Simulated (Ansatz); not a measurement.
Geometry optimisation, Ansatz 0.2.0, RKS B3LYP-D4/def2-SVP.

Input:

```yaml
crystal:
  periodic: [false, false, false]
  atoms:
    - { symbol: O, position_ang: [-1.79038, 0.21204, -0.42168] }
    - { symbol: C, position_ang: [-0.44674, 0.18478, -0.34271] }
    - { symbol: C, position_ang: [0.28015, -0.39012, 0.71005] }
    - { symbol: Al, position_ang: [1.47944, 0.34409, -0.58775] }
    - { symbol: H, position_ang: [-2.17812, -0.22329, 0.35499] }
    - { symbol: H, position_ang: [-0.15957, -0.87887, 1.58232] }
    - { symbol: H, position_ang: [2.81523, 0.75137, -1.29521] }
basis:
  gaussian: { orbitals: def2-SVP }
hamiltonian:
  xc: b3lyp
  dispersion: d4
relax:
  f_tol: 0.015
  max_steps: 40
```

Launched with:

```bash
$ ansatz run input.yaml --threads 1 --pin off --max-ram 2048MiB --backend cpu --events-out ev --progress --plain --runs-dir out
```

**Question.** Where does it end, and by what steps?

**Answer.** The forces met the threshold. After 5 steps the energy has fallen by 0.125 eV; H6 moved furthest, 0.12 Å.

```
step  energy less start (eV)  largest force component (eV/Å)  accepted
   0                  0.0000                           1.602       yes
   1                 -0.0948                           0.771       yes
   2                 -0.1239                           0.109       yes
   3                 -0.1249                           0.038       yes
   4                 -0.1248                           0.040        no
   5                 -0.1251                           0.009       yes
```

```xyz
7
Properties=species:S:1:pos:R:3
O -1.756 0.244 -0.479
C -0.434 0.158 -0.294
C 0.305 -0.401 0.731
Al 1.414 0.333 -0.570
H -2.211 -0.177 0.272
H -0.059 -0.908 1.637
H 2.742 0.751 -1.296
```

Run time: 29 s on 1 thread of AMD EPYC 7R43 64-Core Processor (Zen 3) (shared host), peak memory 0.15 GiB.
